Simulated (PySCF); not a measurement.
CH8N2O2Si, SMILES O[Si](O)(N)NC. Atoms are numbered in the order given.

```xyz
14

C      2.3422     0.1085     0.5947
N      1.0691     0.7550     0.3435
Si    -0.3917    -0.0137    -0.1056
N     -1.3332     1.2157    -0.8606
O     -1.3634    -0.6924     1.0783
O      0.0601    -1.3498    -0.9919
H      2.6079     0.0645     1.6690
H      2.2993    -0.9237     0.2183
H      3.1726     0.6133     0.0678
H      1.0347     1.7405     0.5809
H     -0.9242     1.7583    -1.6153
H     -2.3214     1.0533    -1.0284
H     -1.7228    -0.0779     1.7278
H     -0.4419    -2.1456    -0.7810
```
Charge 0, spin multiplicity 1.

The structure is a stationary point at B3LYP-D3(BJ)/def2-SVP. This is a generated structure with no PubChem entry under its InChIKey; it may be hypothetical. One conformer was computed; it need not be the lowest.

The numbers are results of PBE/def2-TZVP in PySCF, not measurements.

Isolated molecule, no solvent.

The total energy is -592.17605 hartree. The highest occupied level comes out as -5.30 eV. The lowest empty level is -0.20 eV, the orbital gap is 5.10 eV and the dipole moment is 1.64 D. The quadrupole, principal values (traceless, Buckingham form, about the centre of nuclear charge) comes out as -3.68, 0.64, 3.03 D·Å, the mean static polarisability is 60.4 bohr³ (8.95 Å³) and the polarisability, principal values is 54.5, 57.8, 69.0 bohr³.
